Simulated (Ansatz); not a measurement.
Geometry optimisation, DFT PBE-D3(BJ), scalar-relativistic, plane waves, PAW in Ansatz 0.2.0.

Input:

```yaml
crystal:
  lattice:
    - [6.98, 0.0, 0.0]
    - [0.0, 6.98, 0.0]
    - [0.0, 0.0, 6.98]
  atoms:
    - { symbol: Li, position: [0.0, 0.0, 0.0] }
    - { symbol: Li, position: [0.5, 0.0, 0.0] }
    - { symbol: Li, position: [0.0, 0.5, 0.0] }
    - { symbol: Li, position: [0.0, 0.0, 0.5] }
    - { symbol: Li, position: [0.25, 0.25, 0.25] }
    - { symbol: Li, position: [0.5, 0.5, 0.0] }
    - { symbol: Li, position: [0.5, 0.0, 0.5] }
    - { symbol: Li, position: [0.75, 0.25, 0.25] }
    - { symbol: Li, position: [0.0, 0.5, 0.5] }
    - { symbol: Li, position: [0.25, 0.75, 0.25] }
    - { symbol: Li, position: [0.25, 0.25, 0.75] }
    - { symbol: Li, position: [0.5, 0.5, 0.5] }
    - { symbol: Li, position: [0.75, 0.75, 0.25] }
    - { symbol: Li, position: [0.75, 0.25, 0.75] }
    - { symbol: Li, position: [0.25, 0.75, 0.75] }
    - { symbol: Li, position: [0.75, 0.75, 0.75] }
    - { symbol: C, position: [0.00155384, 0.24906144, 0.12579442] }
basis:
  ecutwfc: 420.0
kpoints:
  mp_grid: { grid: [4, 4, 4] }
hamiltonian:
  xc: pbe
  dispersion: d3bj
scf:
  occupations: { method: fermi_dirac, width: 0.05 }
  lower_state_search: "off"
relax:
  f_tol: 0.03
  max_steps: 60
  adjacent_minimum: "off"
output:
  write_density: true
  write_potential: true
  elf: true
  volumetric_format: npy
```

Command:

```bash
$ ansatz run input.yaml --threads 2 --pin off --max-ram 5120MiB --backend cpu --events-out ev --progress --plain --runs-dir out
```

Task: Where does it end, and by what steps?

Result: It converged. Limits of this set-up: coarse k mesh. After 5 steps the energy has fallen by 1.016 eV; Li11 moved furthest, 0.79 Å. Joined: Li1–Li4, Li3–Li9, Li4–Li9, Li5–Li11, Li8–Li14, Li11–Li14.

```
step  energy less start (eV)  largest force component (eV/Å)  accepted
   0                  0.0000                           0.365       yes
   1                 -0.2829                           0.252       yes
   2                 -0.5476                           0.205       yes
   3                 -0.8122                           0.138       yes
   4                 -1.0104                           0.039       yes
   5                 -1.0163                           0.010       yes
```

```xyz
17
Lattice="6.9800 0.0000 0.0000 0.0000 6.9800 0.0000 0.0000 0.0000 6.9800" Properties=species:S:1:pos:R:3
Li 0.000 -0.207 0.232
Li 3.491 -0.211 -0.164
Li 0.000 3.696 0.231
Li 0.001 0.404 2.814
Li 1.952 1.745 1.514
Li 3.491 3.700 -0.164
Li 3.490 0.261 3.778
Li 5.029 1.745 1.515
Li 0.001 3.085 2.814
Li 1.957 5.234 1.909
Li 1.341 1.744 5.912
Li 3.490 3.228 3.778
Li 5.024 5.234 1.910
Li 5.640 1.744 5.911
Li 1.485 5.235 4.948
Li 5.496 5.235 4.947
C 0.001 1.744 0.872
```

Time of the run: 3.2 min on 2 threads of Intel(R) Xeon(R) Processor @ 2.50GHz (Skylake/Cascade Lake) (shared host), peak memory 0.82 GiB.
